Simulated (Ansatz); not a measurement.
The cluster Hf₃O₆. Charge 0, multiplicity 5. Geometry PBE-D4/def2-SVP; atoms count from 1.

Cartesian coordinates in Å:
```
Hf 0.574 -0.420 -1.873
Hf 1.254 -0.274 1.616
Hf -1.502 1.326 0.034
O 2.563 -0.376 3.135
O -0.376 0.828 1.605
O -0.640 1.158 -1.756
O 1.622 -0.849 -0.229
O -0.329 -1.888 -2.568
O -3.166 0.494 0.037
```

In the def2 sets Hf takes a core potential; there is no spin–orbit coupling. At PBE0-D4/def2-TZVP a singlet of charge 0 lies 4.99 eV below the quintet, each at its own geometry. The structure comes from a short search, and lower isomers may exist.

Estimate the Mulliken populations from the PBE0/def2-TZVP orbitals of Ansatz.


| atom | charge (e) | spin (α − β) | d electrons |
| --- | --- | --- | --- |
| Hf1 | 1.25 | 0.12 | 1.96 |
| Hf2 | 1.08 | 1.03 | 1.86 |
| Hf3 | 1.05 | 0.90 | 1.88 |
| O4 | -0.39 | 0.97 | – |
| O5 | -0.68 | 0.00 | – |
| O6 | -0.67 | 0.05 | – |
| O7 | -0.69 | -0.01 | – |
| O8 | -0.61 | 0.01 | – |
| O9 | -0.33 | 0.93 | – |
Mulliken values depend strongly on the basis.

Where does the spin sit?

Summed by element: Hf 2.05, O 1.95, of 4 unpaired in all. Largest on single atoms: Hf2 1.03, O4 0.97, O9 0.93.

And the Mayer bond orders between heavy atoms (over 0.3)?

Hf1–O6 0.93 (1.99 Å); Hf1–O7 0.95 (2.00 Å); Hf1–O8 2.10 (1.86 Å); Hf2–O4 1.03 (2.01 Å); Hf2–O5 1.02 (1.97 Å); Hf2–O7 1.07 (1.97 Å); Hf3–O5 1.01 (2.00 Å); Hf3–O6 1.07 (1.99 Å); Hf3–O9 1.20 (1.86 Å).
